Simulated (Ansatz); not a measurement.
Total energies of C₂H₃BCl₂O.

```xyz
9

Cl   -0.491    2.139   -1.704
C    -0.294    0.850   -0.648
Cl    2.334   -0.418   -0.470
B     0.790    0.150    0.305
C    -0.492   -0.874    0.428
O    -1.299    0.103   -0.419
H     0.943    0.846    1.282
H    -1.029   -0.994    1.367
H    -0.461   -1.801   -0.142
```

Total charge 0; spin multiplicity 1. The bonds changed during the relaxation, so this is another structure than the one it started from. The structure was optimised at the PBE0-D4/def2-TZVP level. Basis def2-TZVPP, the Gaussian-basis code of Ansatz.

RPA on PBE orbitals: Hartree–Fock energy of these orbitals -1096.01400 Eh, correlation -1.67258 Eh (frozen core).

```csv
functional,energy without D4 (Eh),D4 term (kJ/mol)
LDA (SPW92),-1094.07443,–
PBE,-1097.97820,-23.8
revPBE,-1098.35044,-72.9
BLYP,-1098.50467,-52.5
r2SCAN,-1098.40928,-5.9
B97M-V,-1098.32038,–
PBE0,-1098.05763,-20.2
B3LYP,-1098.59783,-38.5
r2SCANh,-1098.39564,-6.3
r2SCAN0,-1098.37677,-6.9
HSE06 (plane-wave form),-1098.03311,-18.8
BHLYP,-1098.46086,-28.9
CAM-B3LYP,-1098.50663,-20.6
LC-ωPBE,-1098.19322,–
ωB97X-V,-1098.37834,–
ωB97M-V,-1098.46037,–
B2PLYP,-1098.16248,–
PBE-QIDH,-1097.85983,–
```

B3LYP takes the VWN-RPA correlation (the form of Gaussian; ORCA's B3LYP/G). HSE06 is the plane-wave form, built on full-range PBE exchange. The double hybrids freeze the cores in their second-order part.

LC-ωPBE has ω = 0.4 bohr⁻¹.
